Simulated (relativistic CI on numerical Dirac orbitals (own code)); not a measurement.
## Cu5+: calculation against measurement

Computed by Dirac-Coulomb-Breit CI, KLI orbitals optimised for each configuration, model QED (radiative potential, 1s self-energy scaled to tabulated hydrogen-like ionisation energies), valence Slater integrals scaled by 0.85, P86 correlation estimate, and configurations built on the next ion tied to the tabulated ionisation energy (semi-empirical) (own radial code, finite nucleus).

CI space (outside the closed core [Ne]): 3s²3p⁶3d⁶, 3s²3p⁶3d⁵4s, 3s²3p⁶3d⁵4p, 3s²3p⁶3d⁵4d, 3s²3p⁶3d⁵5s, 3s²3p⁶3d⁵4f, 3s²3p⁵3d⁷, 3s²3p⁴3d⁸, 3s²3p⁶3d⁵5p, 3s3p⁶3d⁷, 3s²3p⁶3d⁴4s², 3s²3p⁶3d⁵5d, 3s²3p⁶3d⁵5f, 3s²3p⁶3d⁵5g, 3s²3p⁶3d⁴4s4p, 3s²3p⁶3d⁴4p², 3s²3p⁶3d⁴4s4d, 3s²3p⁵3d⁶4s, 3p⁶3d⁸, 3s²3p⁶3d⁴4p4d, 3s²3p⁵3d⁶4p. Levels of other configurations are missing.

```tsv
Configuration	Term (tabulated)	J	Measured (cm⁻¹)	Computed	Error	Purity (%)
3s²3p⁶3d⁶	5D	4	0.0	0	0	99
3s²3p⁶3d⁶	5D	3	1195.8	1177	-19	99
3s²3p⁶3d⁶	5D	2	1986.8	1943	-44	99
3s²3p⁶3d⁶	5D	1	2489.6	2429	-61	99
3s²3p⁶3d⁶	5D	0	2733.4	2664	-70	99
3s²3p⁶3d⁶	3P2	2	29285.0	25668	-3617	98
3s²3p⁶3d⁶	3H	6	30417.6	29480	-938	99
3s²3p⁶3d⁶	3H †	5	31009.2	30021	-988	94
3s²3p⁶3d⁶	3H †	4	31287.6	30766	-522	75
3s²3p⁶3d⁶	3P2	1	32684.9	29029	-3656	98
3s²3p⁶3d⁶	3F2	4	32756.0	29495	-3261	69
3s²3p⁶3d⁶	3F2	3	33295.8	30559	-2737	95
3s²3p⁶3d⁶	3F2	2	33739.6	30982	-2758	99
3s²3p⁶3d⁶	3P2	0	33867.8	30120	-3747	95
3s²3p⁶3d⁶	3G	5	37378.1	35470	-1908	94
3s²3p⁶3d⁶	3G	4	38468.9	36476	-1993	92
3s²3p⁶3d⁶	3G	3	38907.4	36891	-2016	96
3s²3p⁶3d⁶	1I	6	46405.8	44887	-1519	99
3s²3p⁶3d⁶	3D	2	46714.2	43241	-3474	95
3s²3p⁶3d⁶	3D	1	46848.3	43418	-3430	99
3s²3p⁶3d⁶	3D	3	47119.1	43686	-3433	99
3s²3p⁶3d⁶	1G2	4	47611.6	43691	-3921	96
3s²3p⁶3d⁶	1S2	0	53786.6	47408	-6379	96
3s²3p⁶3d⁶	1D2	2	54747.1	50217	-4530	94
3s²3p⁶3d⁶	1F	3	64967.6	60610	-4357	97
3s²3p⁶3d⁶	3P1	0	74712.0	68306	-6406	99
3s²3p⁶3d⁶	3P1	1	75774.1	69370	-6404	99
3s²3p⁶3d⁶	3F1	2	77145.0	70965	-6180	99
3s²3p⁶3d⁶	3F1	4	77223.8	71093	-6131	98
3s²3p⁶3d⁶	3F1	3	77467.9	71336	-6131	97
3s²3p⁶3d⁶	3P1	2	77908.8	71485	-6423	99
3s²3p⁶3d⁶	1G1	4	87505.9	81148	-6358	98
3s²3p⁶3d⁶	1D1	2	117084.3	108090	-8994	99
3s²3p⁶3d⁵4s	7S	3	250876.6	246180	-4696	99
3s²3p⁶3d⁵4s	5S	2	265639.1	260245	-5394	99
3s²3p⁶3d⁵4s	5G	6	299143.0	291552	-7591	99
3s²3p⁶3d⁵4s	5G	2	299250.6	291668	-7583	99
3s²3p⁶3d⁵4s	5G	5	299256.0	291666	-7590	99
3s²3p⁶3d⁵4s	5G	3	299282.1	291695	-7587	99
3s²3p⁶3d⁵4s	5G	4	299292.9	291703	-7590	99
3s²3p⁶3d⁵4s	3G	5	308997.5	300947	-8051	99
3s²3p⁶3d⁵4s	3G	3	309046.1	301013	-8033	98
3s²3p⁶3d⁵4s	3G	4	309110.8	301041	-8070	97
3s²3p⁶3d⁵4s	3I	5	322791.9	312447	-10345	98
3s²3p⁶3d⁵4s	3I	6	322804.7	312458	-10347	99
3s²3p⁶3d⁵4s	3I	7	322877.3	312519	-10358	100
3s²3p⁶3d⁵4p	7P°	2	342225.2	337919	-4307	98
3s²3p⁶3d⁵4p	7P°	3	343276.6	338923	-4354	97
3s²3p⁶3d⁵4p	7P°	4	345137.1	340692	-4445	99
3s²3p⁶3d⁵4p	5P°	3	355259.2	350444	-4815	97
3s²3p⁶3d⁵4p	5P°	2	356131.2	351271	-4860	98
3s²3p⁶3d⁵4p	5P°	1	356674.0	351774	-4900	99
3s²3p⁶3d⁵4p	5G°	2	388191.7	381216	-6976	92
3s²3p⁶3d⁵4p	5G°	3	388236.1	381262	-6974	86
3s²3p⁶3d⁵4p	5G°	4	388312.3	381338	-6975	83
3s²3p⁶3d⁵4p	5G°	5	388442.1	381459	-6983	81
3s²3p⁶3d⁵4p	5G°	6	388707.5	381728	-6979	85
3s²3p⁶3d⁵4p	5H°	3	390618.2	383603	-7015	88
3s²3p⁶3d⁵4p	5H°	4	391198.1	384110	-7088	77
3s²3p⁶3d⁵4p	5D°	2	391986.5	387386	-4601	60
3s²3p⁶3d⁵4p	5H°	6	392593.6	385470	-7123	84
3s²3p⁶3d⁵4p	5H°	7	393090.2	385937	-7153	99
3s²3p⁶3d⁵4p	5D°	4	395407.1	389789	-5618	76
```

Measured levels from Sugar and Musgrove, J. Phys. Chem. Ref. Data 19, 527 (1990); pairs were made by configuration, J and term (by order where the table uses no LS term), so strongly mixed levels may be paired wrongly.

Mean error by configuration (cm⁻¹): 3s²3p⁶3d⁶ -3697; 3s²3p⁶3d⁵4s -7941; 3s²3p⁶3d⁵4p -5951. Over the excited levels the mean absolute error is 5255 cm⁻¹ (62 of the 63 excited levels that our extract of the source holds in range could be paired, and the others can miss by more), and the median relative error of those above 1,000 cm⁻¹ is 2.6 %. † marks terms whose computed intervals miss the measured ones by more than a factor of 2.5, or configurations far off the rest, from wrong mixing, a near crossing or a doubtful label or measurement; they are left out of the means.
